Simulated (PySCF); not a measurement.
Species: C6H9N3S.
Atom-mapped SMILES: `[CH2:1]=[CH:2][n:3]1[n:4][c:5]([CH3:6])[c:7]([S:8][CH3:9])[n:10]1` (hydrogens: H11, H12 on C1; H13 on C2; H14, H15, H16 on C6; H17, H18, H19 on C9)

The same species was optimised twice, with GFN2-xTB and with PBE0-D3(BJ)/def2-SVP (PySCF), and the same property calculations (PySCF, gas phase) were run on both structures.

| coordinate | GFN2-xTB | PBE0-D3(BJ)/def2-SVP | change |
| --- | --- | --- | --- |
| C2–N3 (Å) | 1.380 | 1.397 | +0.017 |
| S8–C9 (Å) | 1.814 | 1.803 | -0.011 |
| C1=C2 (Å) | 1.325 | 1.333 | +0.008 |
| C7–S8 (Å) | 1.735 | 1.741 | +0.006 |
| N4–C5 (Å) | 1.318 | 1.323 | +0.005 |
| C5–C6 (Å) | 1.480 | 1.484 | +0.004 |
| C5–C7 (Å) | 1.420 | 1.424 | +0.004 |
| N3–N4 (Å) | 1.323 | 1.324 | +0.001 |
| N3–N10 (Å) | 1.326 | 1.327 | +0.001 |
| C7–N10 (Å) | 1.323 | 1.323 | 0.000 |
| N4–N3–N10 (°) | 114.3 | 115.3 | +1.0 |
| C1–C2–N3 (°) | 123.3 | 124.3 | +1.0 |
| C5–C7–S8 (°) | 127.4 | 126.4 | -1.0 |
| N4–C5–C6 (°) | 124.8 | 123.9 | -0.9 |
| N3–N4–C5 (°) | 105.8 | 105.0 | -0.8 |
| S8–C7–N10 (°) | 124.1 | 124.8 | +0.7 |
| C2–N3–N4 (°) | 121.9 | 121.1 | -0.8 |
| C6–C5–C7 (°) | 128.3 | 129.0 | +0.7 |
| C1–C2–N3–N4 (°) | 180 | 179 | -1 |
| C5–C7–S8–C9 (°) | 180 | 180 | 0 |

Rotational constants: A = 1659, B = 924.5, C = 598.1 MHz (GFN2-xTB) against A = 1659, B = 908.3, C = 591.3 MHz (PBE0-D3(BJ)/def2-SVP). Point groups within 0.08 Å: Cs and Cs.

On the GFN2-xTB structure: HOMO (eV) -6.15 [PBE0/pcSseg-1]; LUMO (eV) -0.95 [PBE0/pcSseg-1]; dipole (D) 0.83 [PBE0/pcSseg-1]; GIAO shielding of C1 (ppm) 82.3 [PBE0/pcSseg-1]; GIAO shielding of C2 (ppm) 48.4 [PBE0/pcSseg-1]; GIAO shielding of N3 (ppm) -12.3 [PBE0/pcSseg-1]; GIAO shielding of N4 (ppm) -97.0 [PBE0/pcSseg-1]; GIAO shielding of C5 (ppm) 41.4 [PBE0/pcSseg-1]; GIAO shielding of C6 (ppm) 174.9 [PBE0/pcSseg-1]; GIAO shielding of C7 (ppm) 33.5 [PBE0/pcSseg-1]; GIAO shielding of S8 (ppm) 539.3 [PBE0/pcSseg-1].

Q: What do these properties become on the PBE0-D3(BJ)/def2-SVP structure?

A: 
```csv
property,level,on GFN2-xTB,on PBE0-D3(BJ)/def2-SVP,change
HOMO (eV),PBE0/pcSseg-1,-6.15,-6.16,-0.01
LUMO (eV),PBE0/pcSseg-1,-0.95,-0.96,-0.01
dipole (D),PBE0/pcSseg-1,0.83,0.82,-0.01
"energy, GFN2-xTB geometry as zero (kcal/mol)",PBE0/pcSseg-1,0.0,-0.7,-0.7
GIAO shielding of C1 (ppm),PBE0/pcSseg-1,82.3,79.9,-2.4
GIAO shielding of C2 (ppm),PBE0/pcSseg-1,48.4,44.9,-3.5
GIAO shielding of N3 (ppm),PBE0/pcSseg-1,-12.3,-15.2,-2.9
GIAO shielding of N4 (ppm),PBE0/pcSseg-1,-97.0,-98.2,-1.2
GIAO shielding of C5 (ppm),PBE0/pcSseg-1,41.4,40.2,-1.2
GIAO shielding of C6 (ppm),PBE0/pcSseg-1,174.9,172.9,-2.0
GIAO shielding of C7 (ppm),PBE0/pcSseg-1,33.5,33.1,-0.4
GIAO shielding of S8 (ppm),PBE0/pcSseg-1,539.3,537.1,-2.2
```

The heavy atoms differ by 0.024 Å rms after alignment. Among bonds between heavy atoms C2–N3 changes most (+0.017 Å). Changes are differences of the printed values. Neither structure is proved a minimum here.

Conformer computed: `[CH2:1]=[CH:2][n:3]1[n:4][c:5]([CH3:6])[c:7]([S:8][CH3:9])[n:10]1`: C1–C2–N3–N4 179°, C5–C7–S8–C9 180°.
